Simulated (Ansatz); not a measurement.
`[OH][SnH2][AlH2]` and `[CH3][SnH]([OH])[AlH2]` differ in one atom or group.

Ansatz, PBE0-D4/def2-TZVP geometries, multiplicity 1. Each molecule was computed in one conformer, which needn't be the lowest.

Elements past krypton have def2 core potentials.

```
                                          property  `[OH][SnH2][AlH2]`
             HOMO energy (ωB97M-V/def2-TZVPP) / eV               -9.24
               HOMO energy (B3LYP/def2-TZVPP) / eV               -7.03
    size of the dipole moment (PBE/def2-TZVPP) / D                2.07
size of the dipole moment (ωB97M-V/def2-TZVPP) / D                2.38
                 HOMO energy (PBE/def2-TZVPP) / eV               -6.02
           HOMO–LUMO gap (ωB97M-V/def2-TZVPP) / eV                8.47
```

(1) Give the same properties after the change, and the shifts. (Estimate.)

Results:

(1) Ansatz gave: 
```tsv
property	`[CH3][SnH]([OH])[AlH2]`	shift
HOMO energy (ωB97M-V/def2-TZVPP) / eV	-9.00	0.24
HOMO energy (B3LYP/def2-TZVPP) / eV	-6.81	0.22
size of the dipole moment (PBE/def2-TZVPP) / D	1.52	-0.55
size of the dipole moment (ωB97M-V/def2-TZVPP) / D	1.87	-0.51
HOMO energy (PBE/def2-TZVPP) / eV	-5.83	0.19
HOMO–LUMO gap (ωB97M-V/def2-TZVPP) / eV	8.32	-0.15
```

With PBE0 the HOMO rises by 0.23 eV and the LUMO rises by 0.10 eV, so the gap narrows by about 0.13 eV. PBE moves the HOMO by 0.19 eV and ωB97M-V by 0.24 eV. Dipoles are sizes alone; their direction can turn.

B3LYP here is the variant with VWN-RPA as its local correlation; programs differ in this.
